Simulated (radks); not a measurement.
Results of a calculation; reference values are marked as such.
Species: Tc+. Configuration: [Kr] 4d4.5 5s1 4f0.5 (fractional occupations, a model configuration).

Level of theory: Dirac Kohn-Sham, PBE, spin-unpolarised, spherical densities, finite nucleus; open shells are shared between the two j in proportion to 2j + 1; Fermi nuclear charge, rms radius 4.4112 fm (a radial shooting solver on a logarithmic mesh with Libxc functionals).

Energy parts (eV):
| part | energy |
|---|---|
| total | -116618.239 |
| kinetic | 121135.684 |
| electron-nucleus | -281300.418 |
| Hartree | 47032.089 |
| exchange-correlation | -3485.593 |

Orbitals (lengths in bohr, moments of r in powers of bohr; r(max) is where P^2 peaks; r(90%) holds 90 % of the orbital's charge):
| orbital | occ. | eigenvalue (eV) | r(90%) | r(max) |
|---|---|---|---|---|
| 1s1/2 | 2 | -20869.97 | 0.0614 | 0.02228 |
| 2s1/2 | 2 | -2987.625 | 0.231 | 0.1263 |
| 2p1/2 | 2 | -2755.927 | 0.208 | 0.09814 |
| 2p3/2 | 4 | -2637.675 | 0.214 | 0.1020 |
| 3s1/2 | 2 | -530.6984 | 0.613 | 0.3725 |
| 3p1/2 | 2 | -441.6540 | 0.618 | 0.3595 |
| 3p3/2 | 4 | -421.8783 | 0.633 | 0.3689 |
| 3d3/2 | 4 | -264.3879 | 0.633 | 0.3099 |
| 3d5/2 | 6 | -260.5864 | 0.638 | 0.3126 |
| 4s1/2 | 2 | -85.5709 | 1.53 | 0.9490 |
| 4p1/2 | 2 | -59.5004 | 1.70 | 1.006 |
| 4p3/2 | 4 | -56.5297 | 1.74 | 1.030 |
| 4d3/2 | 1.8 | -18.3398 | 2.53 | 1.248 |
| 4d5/2 | 2.7 | -18.0256 | 2.55 | 1.259 |
| 5s1/2 | 1 | -14.0261 | 4.21 | 2.536 |
| 4f5/2 | 0.214286 | -2.0508 | 14.4 | 9.416 |
| 4f7/2 | 0.285714 | -2.0508 | 14.4 | 9.416 |

The highest occupied level is 4f7/2 at -2.051 eV. The electron density at the nucleus is 1.002e+05 e/bohr^3.
